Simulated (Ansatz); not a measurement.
Reaction (ligand exchange at the Si–C bond): `[SiH3][CH2][AlH][SiH3]` + `[CH3][In]([OH])[F]` → `[CH3][In]([F])[O][SiH3]` + `[CH3][AlH][SiH3]`

Calculated with Ansatz (gas phase, PBE0-D4/def2-TZVP geometries, no zero-point term in ΔE). CCSD(T)/CBS is the MP2 limit (def2-TZVPP, def2-QZVPP) plus CCSD(T) − MP2 in def2-TZVPP, frozen cores. DFT in def2-TZVPP. def2 core potentials past Kr. For In outer-core shells are correlated without core-valence functions, which leaves a few kJ/mol of doubt a bond. Each species was taken in one conformer, which may not be the lowest.

`[SiH3][CH2][AlH][SiH3]`:

Cartesian coordinates in Å:
```
Si 1.470 1.299 -1.667
C 0.447 -0.081 -0.947
Al -0.310 0.292 0.819
Si -1.655 -1.446 1.923
H 2.030 0.972 -3.009
H 0.642 2.529 -1.806
H 2.611 1.615 -0.763
H -0.379 -0.326 -1.627
H 1.049 -0.996 -0.875
H -0.049 1.702 1.508
H -2.185 -1.047 3.257
H -0.850 -2.689 2.115
H -2.823 -1.825 1.073
```

`[CH3][In]([OH])[F]`:

Z-matrix (Å, degrees):
```
C
In 1 2.126
H 1 1.090 2 109.6
H 1 1.088 2 108.5 3 120.0
H 1 1.090 2 109.7 3 -119.9
O 2 1.973 1 135.6 3 61.7
F 2 1.952 1 118.5 3 -118.3
H 6 0.960 2 113.5 1 0.0
```

`[CH3][In]([F])[O][SiH3]`:

Z-matrix (Å, degrees):
```
C
In 1 2.119
H 1 1.090 2 108.7
H 1 1.089 2 109.4 3 119.5
H 1 1.088 2 109.1 3 -119.4
F 2 1.946 1 123.8 3 91.7
O 2 1.970 1 130.3 3 -88.2
Si 7 1.625 2 137.9 1 -1.7
H 8 1.489 7 110.7 2 118.5
H 8 1.497 7 111.3 2 -1.2
H 8 1.488 7 110.7 2 -121.0
```

`[CH3][AlH][SiH3]`:

Z-matrix (Å, degrees):
```
C
Al 1 1.953
H 1 1.092 2 113.7
H 1 1.096 2 110.5 3 -121.7
H 1 1.096 2 110.2 3 121.3
Si 2 2.461 1 120.6 3 -1.5
H 2 1.593 1 118.9 3 178.7
H 6 1.490 2 114.1 1 179.6
H 6 1.494 2 110.9 1 58.4
H 6 1.494 2 110.7 1 -59.3
```

Q: Is it downhill or uphill in electronic energy at CCSD(T)/CBS, and by how much? (Estimate.)

A: Computed: Downhill: ΔE = -23.6 kcal/mol.

Q: What do these levels give: ωB97X-V, ωB97M-V, PBE, SCS-MP2/def2-TZVPP, HF/def2-QZVPP, HF/CBS(def2)? (Best estimate.)

A: Computed: ωB97X-V -23.5, ωB97M-V -23.2, PBE -20.1, SCS-MP2/def2-TZVPP -25.0, HF/def2-QZVPP -30.0, HF/CBS(def2) -30.0 kcal/mol.

Largest T1 diagnostic among the species: 0.016.

In def2-TZVPP, CCSD(T) changes the Hartree–Fock value by +5.9 kcal/mol (the triples alone add +0.8 kcal/mol) and MP2 by +5.7 kcal/mol. From PBE to PBE0 (25 % exact exchange), in def2-TZVPP and without D4, ΔE moves by −1.5 kcal/mol.
